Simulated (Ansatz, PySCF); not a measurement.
Series GeXY, Y = silyl, computed as singlets and as triplets. Isolated molecules, 0 K electronic values unless said otherwise. One relaxed conformer stands for each flexible species; it need not be the lowest. Strings in code marks are SMILES.

Quantity: adiabatic spin-state energy, in eV.

Level 1: B3LYP/cc-pVTZ // PBE0-D3(BJ)/def2-TZVP (Ansatz, a first-principles code)
Level 2: PBE-D3(BJ)/def2-TZVP // PBE0-D3(BJ)/def2-TZVP (PySCF)
Level 3: PBE0/cc-pVTZ // PBE0-D3(BJ)/def2-TZVP (Ansatz)
Level 4: SVWN5/6-31G* // PBE0-D3(BJ)/def2-TZVP (PySCF)

| species | level 1 | level 2 | level 3 | level 4 |
|---|---|---|---|---|
| `[SiH3][GeH]`: multiplicity 3 minus multiplicity 1 | 0.82 | 0.72 | 0.61 | 0.83 |
| `[BH2][Ge][SiH3]`: multiplicity 3 minus multiplicity 1 | 0.64 | 0.79 | 0.64 | 0.97 |
| `O=[CH][Ge][SiH3]`: multiplicity 3 minus multiplicity 1 | 0.68 | 0.60 | 0.57 | 0.75 |
| `[C-]#[N+][Ge][SiH3]`: multiplicity 3 minus multiplicity 1 | 1.14 | 1.04 | 0.96 | 1.16 |
| `[SiH3][Ge][SiH3]`: multiplicity 3 minus multiplicity 1 | 0.56 | 0.55 | 0.415 | 0.68 |
